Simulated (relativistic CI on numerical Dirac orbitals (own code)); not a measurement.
## Ca3+: calculation against measurement

Computed by Dirac-Coulomb-Breit CI, separate exchange-only KLI orbitals for each configuration, QED by a radiative potential, valence Slater integrals scaled by 0.85, P86 correlation energy added to each configuration (own radial code, finite nucleus).

Configuration list (outside the closed core [Ne]): 3s2 3p5, 3s 3p6, 3s2 3p4 3d, 3s 3p5 3d, 3s2 3p4 4s, 3s2 3p4 4p, 3s2 3p4 4d, 3s2 3p4 5s, 3s2 3p4 4f, 3s2 3p4 5p, 3s2 3p4 5d, 3s2 3p4 6s, 3s2 3p4 5f, 3s2 3p4 6p, 3s2 3p4 5g, 3p6 3d, 3s2 3p4 6d, 3s 3p4 3d2, 3s 3p5 4s, 3s 3p5 4p, 3s 3p5 4d, 3s 3p5 5s, 3s 3p5 4f, 3s 3p5 5p, 3s2 3p3 3d 4p, 3s 3p5 5d, 3s 3p5 6s, 3s2 3p3 3d2, 3s2 3p2 3d3, 3s 3p3 3d3, 3s2 3p2 3d2 4s, 3s2 3p2 3d2 4p, 3s2 3p2 3d2 4d, 3p5 3d2, 3p4 3d3, 3p4 3d2 4s, 3p4 3d2 4p, 3p4 3d2 4d, 3s2 3p3 3d 4s, 3s 3p3 3d2 4s, 3s2 3p2 3d 4s2, 3s2 3p2 3d 4s 4p, 3s2 3p2 3d 4s 4d. Double excitations out of closed p, d and f shells are left out; levels of such configurations are missing from the list, as are those of other unlisted configurations, and high levels can miss mixing partners. These lack a partner that the ground configuration has and come out too high: 3s2 3p4 5s, 3s2 3p4 4f, 3s2 3p4 5p, 3s2 3p4 5d, 3s2 3p4 6s.

| Configuration | Term (tabulated) | J | Measured (cm⁻¹) | Computed | Error | Purity (%) |
| --- | --- | --- | --- | --- | --- | --- |
| 3s2 3p5 | 2P° | 3/2 | 0.0 | 0 | 0 | 97 |
| 3s2 3p5 | 2P° | 1/2 | 3118.2 | 3093 | -26 | 97 |
| 3s 3p6 | 2S | 1/2 | 152439.6 | 159710 | 7271 | 69 |
| 3s2 3p4 3d | 4F | 7/2 | 219467.0 | 224447 | 4980 | 97 |
| 3s2 3p4 3d | 2G | 9/2 | 234498.0 | 239222 | 4724 | 97 |
| 3s2 3p4 3d | 2G | 7/2 | 234642.0 | 239431 | 4789 | 83 |
| 3s2 3p4 4s | 4P | 5/2 | 291456.0 | 300618 | 9162 | 96 |
| 3s2 3p4 4s | 4P | 3/2 | 292864.0 | 302455 | 9591 | 95 |
| 3s2 3p4 4s | 4P | 1/2 | 294292.0 | 303519 | 9227 | 97 |
| 3s2 3p4 4s | 2P | 3/2 | 301718.0 | 308582 | 6864 | 87 |
| 3s2 3p4 4s | 2P | 1/2 | 303604.0 | 310705 | 7101 | 91 |
| 3s2 3p4 4p | 4P° | 5/2 | 330693.0 | 340758 | 10065 | 93 |
| 3s2 3p4 4p | 4P° | 3/2 | 331173.0 | 341268 | 10095 | 91 |
| 3s2 3p4 4p | 4P° | 1/2 | 331969.0 | 342071 | 10102 | 94 |
| 3s2 3p4 4p | 4D° | 7/2 | 335122.0 | 345166 | 10044 | 97 |
| 3s2 3p4 4p | 4D° | 5/2 | 335901.0 | 346040 | 10139 | 76 |
| 3s2 3p4 4s | 2S | 1/2 | 337214.0 | 343446 | 6232 | 95 |
| 3s2 3p4 4p | 4D° | 1/2 | 337452.0 | 347538 | 10086 | 96 |
| 3s2 3p4 4p | 2D° | 5/2 | 338250.0 | 348552 | 10302 | 78 |
| 3s2 3p4 4p | 2P° | 1/2 | 338300.0 | 348685 | 10385 | 88 |
| 3s2 3p4 4p | 2P° | 3/2 | 338959.0 | 349318 | 10359 | 67 |
| 3s2 3p4 4p | 2D° | 3/2 | 340377.0 | 350772 | 10395 | 67 |
| 3s2 3p4 4p | 2P° | 3/2 | 359575.0 | 369921 | 10346 | 84 |
| 3s2 3p4 4p | 2P° | 1/2 | 361170.0 | 371522 | 10352 | 96 |
| 3s 3p5 3d | 4F° | 7/2 | 367971.0 | 381360 | 13389 | 82 |
| 3s 3p5 3d | 4D° | 7/2 | 382641.0 | 394941 | 12300 | 78 |

Measured levels from Sugar and Corliss, J. Phys. Chem. Ref. Data 8, 865 (1979); pairs were made by configuration, J and term (by order where the table uses no LS term), so strongly mixed levels may be paired wrongly. Some J values or terms of the table were assigned by a fit.

Mean error by configuration (cm⁻¹): 3s2 3p5 -26; 3s 3p6 7271; 3s2 3p4 3d 4831; 3s2 3p4 4s 8030; 3s2 3p4 4p 10223; 3s 3p5 3d 12845. Over the excited levels the mean absolute error is 8733 cm⁻¹ (25 of the 27 excited levels that our extract of the source holds in range could be paired, and the others can miss by more), and the median relative error of those above 1,000 cm⁻¹ is 3 %.
